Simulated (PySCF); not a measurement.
# Working with the constants of BeB

PBE0 constants of BeB, ⁴Π (quartet), unpaired electrons σ ↑↑, π ↑, a second solution, started from another occupation (basis Be 6-311G(d,p), B 6-311G(d,p); no relativity; PySCF 2.14; masses 9.0122 and 11.0093 u):

| Property | Result |
| --- | --- |
| ωe | 825.4 cm⁻¹ |
| ωexe | 5.71 cm⁻¹ |
| Be | 1.0201 cm⁻¹ |
| αe | 0.0110 cm⁻¹ |

Problem. What force constant and bond length do these constants imply?

Solution. Reduced mass μred = 4.9556 u; k = 5.8918×10⁻⁷·μred·ωe² (u, cm⁻¹, mdyn/Å) = 1.99 mdyn/Å; Re = √(16.8576/(μred·Be)) (u, cm⁻¹, Å) = 1.826 Å.

Problem. Estimate the centrifugal constant D from the Kratzer relation and find the Dunham coefficient a1.

Solution. D = 4Be³/ωe² = 6.23e-06 cm⁻¹; a1 = −1 − αeωe/(6Be²) = -2.45.
